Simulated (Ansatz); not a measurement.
Start from `[NH2][GaH][O][SiH3]` and change one atom or group to get `[F][GaH][O][SiH3]`.

Ansatz, PBE0-D4/def2-TZVP geometries, multiplicity 1. Each molecule was computed in one conformer, which needn't be the lowest.

Scalar relativity is left out up to krypton.

| property | `[NH2][GaH][O][SiH3]` |
| --- | --- |
| ideal-gas entropy at 298 K and 1 bar (rigid rotor, harmonic PBE0-D4/def2-TZVP) / J/(mol·K) | 375 |
| zero-point energy (PBE0-D4/def2-TZVP) / kJ/mol | 161.5 |
| LUMO energy (B3LYP/def2-TZVPP) / eV | -0.68 |
| HOMO energy (PBE0/def2-TZVPP) / eV | -7.54 |
| HOMO–LUMO gap (PBE/def2-TZVPP) / eV | 4.99 |
| HOMO energy (PBE/def2-TZVPP) / eV | -6.17 |

Task: What does the change do to each property? (Estimate.)

Result: The calculation gave: 
```tsv
property	`[F][GaH][O][SiH3]`	shift
ideal-gas entropy at 298 K and 1 bar (rigid rotor, harmonic PBE0-D4/def2-TZVP) / J/(mol·K)	360	-15
zero-point energy (PBE0-D4/def2-TZVP) / kJ/mol	100.6	-60.9
LUMO energy (B3LYP/def2-TZVPP) / eV	-1.49	-0.81
HOMO energy (PBE0/def2-TZVPP) / eV	-8.81	-1.27
HOMO–LUMO gap (PBE/def2-TZVPP) / eV	5.42	0.43
HOMO energy (PBE/def2-TZVPP) / eV	-7.40	-1.23
```

With PBE0 the HOMO falls by 1.27 eV and the LUMO falls by 0.78 eV, so the gap widens by about 0.49 eV. PBE moves the HOMO by -1.23 eV and ωB97M-V by -1.18 eV. The zero-point energy changes by -60.9 kJ/mol with -6 modes. Modes under 60 cm⁻¹, often nearly free rotors, make the harmonic entropy too high.

B3LYP here is the variant with VWN-RPA as its local correlation; programs differ in this.
